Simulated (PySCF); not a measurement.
1,3-thiazole-2-carbaldehyde (C4H3NOS), SMILES O=Cc1sccn1. Geometry optimised at PBE0-D3(BJ)/def2-SVP. The values are those of a single conformer.

Computed equilibrium geometry at PBE0-D3(BJ)/def2-SVP (PySCF confirms it by a frequency run) as a Z-matrix, and its point group (one conformer of several):
point group Cs.
```
C
N 1 1.3056
C 2 1.3545 1 110.80
C 3 1.3767 2 115.23 1 0.00
H 4 1.0893 3 128.02 2 180.00
H 3 1.0915 2 120.14 1 180.00
C 1 1.4708 2 124.33 3 180.00
O 7 1.2045 1 123.78 2 180.00
H 7 1.1163 8 123.31 1 180.00
S 4 1.7078 5 121.59 3 180.00
```
